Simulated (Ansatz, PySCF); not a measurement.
C2H12Si4, SMILES [SiH3][SiH]1C[SiH2][SiH2]C1. Atoms are numbered in the order given.

```xyz
18

Si     3.0887     0.1353     0.0000
Si     0.8181    -0.4507     0.0000
C     -0.1048     0.2405    -1.5031
Si    -1.9668     0.0281    -1.1819
Si    -1.9668     0.0281     1.1819
C     -0.1048     0.2405     1.5031
H      3.7878    -0.3907    -1.2145
H      3.7878    -0.3907     1.2145
H      3.2110     1.6288     0.0000
H      0.6840    -1.9455     0.0000
H      0.1190     1.3185    -1.5850
H      0.2116    -0.2359    -2.4444
H     -2.4407    -1.2832    -1.7256
H     -2.7804     1.1159    -1.8107
H     -2.4407    -1.2832     1.7256
H     -2.7804     1.1159     1.8107
H      0.2116    -0.2359     2.4444
H      0.1190     1.3185     1.5850
```
Charge 0, spin multiplicity 1.

Coordinates come from a PBE0-D3(BJ)/def2-SVP optimisation. The structure was generated by enumeration, and PubChem lists no compound with its InChIKey, so it may never have been made. The values are those of a single conformer.

Two levels are set side by side: PBE-D3(BJ)/def2-SVP (Ansatz, a quantum-chemistry and plane-wave program) and PBE0-D3(BJ)/def2-SVP (Ansatz). Each level has its own optimised geometry; the coordinates shown are those of the second. Frequencies come from the Hessian of PySCF at each geometry. Differences are taken from unrounded values.

```tsv
quantity	PBE0-D3(BJ)	PBE-D3(BJ)	PBE-D3(BJ) minus PBE0-D3(BJ)
mean bond length (Å)	1.594	1.604	0.010
bond Si1–Si2 (Å)	2.345	2.353	0.008
bond Si2–C3 (Å)	1.894	1.907	0.012
bond Si2–C6 (Å)	1.894	1.907	0.012
bond C3–Si4 (Å)	1.901	1.914	0.012
bond Si4–Si5 (Å)	2.364	2.372	0.008
bond Si5–C6 (Å)	1.901	1.914	0.012
bond Si1–H7 (Å)	1.497	1.507	0.010
bond Si1–H8 (Å)	1.497	1.507	0.010
bond Si1–H9 (Å)	1.498	1.509	0.010
bond Si2–H10 (Å)	1.501	1.511	0.010
bond C3–H11 (Å)	1.104	1.112	0.008
bond C3–H12 (Å)	1.101	1.109	0.008
bond Si4–H13 (Å)	1.497	1.507	0.010
bond Si4–H14 (Å)	1.497	1.507	0.011
bond Si5–H15 (Å)	1.497	1.507	0.010
bond Si5–H16 (Å)	1.497	1.507	0.011
highest harmonic wavenumber (cm⁻¹)	3151	3066	-85
mean harmonic wavenumber (cm⁻¹)	1118	1083	-36
zero-point energy (kcal/mol)	76.73	74.29	-2.44
```

Exact exchange shortens and stiffens bonds; PBE has none. Differences between two approximate levels are no errors against the true value.
